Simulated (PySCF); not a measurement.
Al(F)(Br)(Et) (C₂H₅AlBrF), SMILES [CH2]([Al]([F])[Br])C. Atoms are numbered in the order given.

```xyz
10

Al    -0.2451    -0.5087    -0.1124
F     -0.5052    -1.9140     0.7434
Br     0.8062     1.1554     0.9929
C     -0.8267    -0.3353    -1.9602
C     -1.5056    -1.5684    -2.5755
H      0.0604    -0.0367    -2.5494
H     -1.4942     0.5457    -2.0036
H     -2.4122    -1.8558    -2.0194
H     -0.8386    -2.4453    -2.5740
H     -1.8058    -1.3868    -3.6209
```
Charge 0, spin multiplicity 1.

The structure is a stationary point at B3LYP-D3(BJ)/def2-SVP. The structure was generated by enumeration; whether it is a known compound was not checked. Other conformers were not sampled.

Method: TDDFT-ωB97X/def2-SVPD in PySCF.

Vertical excitations. Isolated molecule, no solvent.

| state | energy (eV) | λ (nm) | f | main pairs |
|---|---|---|---|---|
| S1 | 6.64 | 187 | 0.004 | HOMO→LUMO+1 94 % |
| S2 | 6.99 | 177 | 0.160 | HOMO→LUMO 83 % |
| S3 | 7.15 | 173 | 0.002 | HOMO−1→LUMO+1 88 % |
| S4 | 7.24 | 171 | 0.024 | HOMO−1→LUMO 73 % |
| S5 | 7.27 | 171 | 0.072 | HOMO−2→LUMO 76 % |
| S6 | 7.54 | 165 | 0.076 | HOMO−2→LUMO+1 81 % |
| S7 | 8.64 | 143 | 0.387 | HOMO→LUMO+2 52 %, HOMO−1→LUMO+2 11 % |
| S8 | 8.84 | 140 | 0.030 | HOMO→LUMO+3 56 %, HOMO→LUMO+7 10 %, HOMO−4→LUMO 9 % |
| S9 | 8.89 | 140 | 0.002 | HOMO−3→LUMO 73 % |
| S10 | 9.00 | 138 | 0.007 | HOMO−4→LUMO+1 72 % |
| T1 | 6.29 | 197 | 0 | HOMO→LUMO+1 87 % |
| T2 | 6.34 | 195 | 0 | HOMO→LUMO 76 % |
| T3 | 6.91 | 180 | 0 | HOMO−1→LUMO 65 %, HOMO−2→LUMO+1 10 % |
| T4 | 6.99 | 177 | 0 | HOMO−2→LUMO+1 77 % |
Triplets are in the Tamm–Dancoff approximation, which puts them higher than full response would, so one can lie above its singlet here.
